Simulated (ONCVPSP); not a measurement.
# u(r) = r·R(r): atom against pseudo-atom (Zn)

Columns: radius, all-electron u(r) and pseudo u(r) of the 3p shell (level -91.95 eV) of zinc in the configuration [Ne] 3s2 3p6 3d10 4s1; PBE, non-relativistic, ONCV scheme, ONCVPSP 4.0.1.

```
r (bohr)  all-electron  pseudo
   0.047       -0.3218  0.0185
   0.095       -0.6293  0.0746
   0.142       -0.6411  0.1643
   0.190       -0.4259  0.2875
   0.237       -0.1059  0.4327
   0.285        0.2433  0.5962
   0.332        0.5550  0.7598
   0.380        0.8176  0.9174
   0.427        1.0124  1.0510
   0.475        1.1495  1.1573
   0.522        1.2304  1.2272
   0.570        1.2680  1.2633
   0.617        1.2699  1.2669
   0.665        1.2454  1.2442
   0.712        1.2024  1.2022
   0.760        1.1455  1.1455
   0.807        1.0815  1.0815
   0.855        1.0117  1.0117
   0.902        0.9414  0.9414
   0.950        0.8699  0.8699
   0.997        0.8015  0.8015
   1.045        0.7343  0.7343
   1.092        0.6719  0.6719
   1.140        0.6118  0.6118
   1.187        0.5569  0.5569
   1.235        0.5049  0.5049
```

(1) How many radial nodes do the two functions have?

(2) At about which radius was the pseudo-wave matched?

(3) Is the pseudo-wave norm-conserving?

Answers

(1) The all-electron 3p function has n − l − 1 = 1; the pseudo-wave has 0, since the states of the same l below it are removed with the core.

(2) 0.80 bohr. The columns agree to 0.0005 from 0.71 bohr on; several derivatives are matched, so the curves merge somewhat inside the radius.

(3) Yes: the ONCV scheme keeps the norm inside the radius equal to the all-electron one, which fixes the energy derivative of the logarithmic derivative at the level.
